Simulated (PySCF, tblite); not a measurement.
Isomers of C5H9ClO2S. Computed with GFN2-xTB (tblite): harmonic, unscaled wavenumbers at the GFN2-xTB geometry, gas phase. Against measured fundamentals such values can be off by several per cent, at times by over 20. One conformer each.

Electronic energies: PBE0/pcSseg-1 single points on the GFN2-xTB geometries (PySCF, gas phase).

| SMILES | electronic energy, lowest = 0 (kcal/mol) |
| --- | --- |
| O=S(=O)(Cl)C1CCCC1 | 0.0 |
| C=C[C@@H](C)CS(=O)(=O)Cl | 21.7 |
| CC/C(Cl)=C/S(C)(=O)=O | 25.0 |

Q: How do GFN2-xTB zero-point energies change the relative energies?

A: 
```tsv
SMILES	ZPE (kcal/mol)	of it from modes above 1550 cm⁻¹	electronic (kcal/mol)	with ZPE, lowest = 0 (kcal/mol)	lowest mode (cm⁻¹)	rings
O=S(=O)(Cl)C1CCCC1	87.6	38.7	0.0	0.0	44	1
C=C[C@@H](C)CS(=O)(=O)Cl	84.8	41.7	21.7	18.8	44	0
CC/C(Cl)=C/S(C)(=O)=O	83.9	41.7	25.0	21.2	48	0
```

The zero-point energies span 3.7 kcal/mol, from `CC/C(Cl)=C/S(C)(=O)=O` to `O=S(=O)(Cl)C1CCCC1`. The order is unchanged.

Q: And how do the electronic energies of GFN2-xTB itself compare?

A: `O=S(=O)(Cl)C1CCCC1` 0.0; `C=C[C@@H](C)CS(=O)(=O)Cl` 32.9; `CC/C(Cl)=C/S(C)(=O)=O` 48.4 kcal/mol, lowest = 0. Against the energies above, taken from the same isomer `O=S(=O)(Cl)C1CCCC1`, the largest difference is 23.4 kcal/mol.

Q: What do entropy and thermal enthalpy add at 298.15 K and 1 bar (rigid rotor, harmonic oscillator, one conformer each)?

A: 
| SMILES | point group | symmetry number | S (cal/(mol K)) | H − H(0) (kcal/mol) | ZPE + H − H(0) − TS (kcal/mol) |
| --- | --- | --- | --- | --- | --- |
| O=S(=O)(Cl)C1CCCC1 | C1 | 1 | 96.8 | 6.48 | 65.3 |
| C=C[C@@H](C)CS(=O)(=O)Cl | C1 | 1 | 105.0 | 7.51 | 60.9 |
| CC/C(Cl)=C/S(C)(=O)=O | C1 | 1 | 106.3 | 7.75 | 59.9 |
